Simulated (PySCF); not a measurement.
A PySCF script (with the pyscf-properties extension) for the NMR shieldings of `[C@H]([SiH2]N=C)(C)CC(F)(F)F`, C$_{5}$H$_{10}$F$_{3}$NSi, on a GFN2-xTB geometry:

```python
import basis_set_exchange as bse
import numpy as np
from pyscf import gto, dft
from pyscf.prop import nmr

atoms = """
C     2.791903    0.513325    0.629339
N     1.904863   -0.346833    0.452201
Si    0.943037   -0.842484   -0.886001
C    -0.842635   -0.666490   -0.206515
C    -1.182525   -1.823121    0.728776
C    -1.070375    0.650308    0.537435
C    -0.912305    1.863254   -0.345925
F     0.361827    2.102266   -0.706820
F    -1.331686    2.986889    0.266384
F    -1.611709    1.779084   -1.487785
H     3.168444    1.187093   -0.142490
H     3.235577    0.621346    1.616931
H     1.274898   -2.258954   -1.016845
H     1.052938   -0.150517   -2.172528
H    -1.539774   -0.698868   -1.048384
H    -2.191655   -1.720447    1.127977
H    -1.122954   -2.767180    0.194239
H    -0.485461   -1.857119    1.562376
H    -2.085920    0.691436    0.943509
H    -0.361635    0.747689    1.362280
"""
names = dict.fromkeys(["C", "N", "Si", "F", "H"], "pcSseg-1")
basis = {el: gto.basis.parse(bse.get_basis(n, elements=[el], fmt="nwchem")) for el, n in names.items()}
mol = gto.M(atom=atoms, basis=basis, charge=0, verbose=0)
mf = dft.RKS(mol, xc="PBE0")
mf.grids.level = 2
mf.grids.alignment = dft.numint.BLKSIZE   # the property module wants whole blocks of grid points
mf.conv_tol = 1e-9
mf.kernel()

calc = nmr.RKS(mf)   # GIAO
C = mf.mo_coeff
Co = C[:, mf.mo_occ > 0]
resp = mf.gen_response(singlet=True, hermi=2)
def vind(x):   # induced exchange potential for any number of trial vectors
    d = np.einsum("pi,xij,qj->xpq", C, 2 * x.reshape(-1, C.shape[1], Co.shape[1]), Co, optimize=True)
    return np.einsum("xpq,pi,qj->xij", resp(d - d.transpose(0, 2, 1)), C, Co, optimize=True).ravel()
mo1, _ = nmr.rhf.solve_mo1(calc, with_cphf=vind)
sigma = calc.kernel(mo1)
for i, s in enumerate(sigma):   # ppm
    print("%2d %-2s %9.2f" % (i, mol.atom_pure_symbol(i), np.trace(s) / 3))
```

**Question.** Give the expected output.

**Answer.** 
```
 0 C      10.41
 1 N    -146.09
 2 Si    378.19
 3 C     170.91
 4 C     166.30
 5 C     145.68
 6 C      50.25
 7 F     251.49
 8 F     247.00
 9 F     256.08
10 H      22.94
11 H      22.89
12 H      26.77
13 H      26.59
14 H      30.53
15 H      30.61
16 H      30.10
17 H      30.08
18 H      29.64
19 H      29.68
```

These numbers come from an equivalent density-fitted implementation of the same equations, which agrees with the script to about 0.01 ppm for H and up to a few tenths of a ppm for heavy atoms, so last digits may differ.

**Question.** Turn these shieldings into chemical shifts. Referencing at the same level of theory: 13C (186.93 ppm) and 29Si (349.16 ppm) and 1H (31.72 ppm) vs TMS; NH3 for 15N (267.73 ppm); 19F (170.95 ppm) vs CFCl3.

**Answer.** Averaging equivalent atoms: C 0: 176.5; C 6: 136.7; C 5: 41.2; C 4: 20.6; C 3: 16.0; N 1: 413.8; Si 2: -29.0; F 7/8/9: -80.6; H 11: 8.83; H 10: 8.78; H 13: 5.13; H 12: 4.95; H 18: 2.08; H 19: 2.03; H 15/16/17: 1.46; H 14: 1.19 ppm. Unscaled 19F shifts against computed CFCl3 carry errors that often reach 10 to 50 ppm. Experimental scales use liquid or dissolved standards, which lie at an offset from isolated NH3 (liquid NH3: subtract about 20 ppm). Unscaled 15N shifts of sp2 nitrogen come out 20 to 40 ppm too high even then.

Size and cost of the density-fitted run: 227 basis functions, 53 s wall time on 1 thread of an Arm Neoverse V2, shared host; peak memory 1.1 GiB.
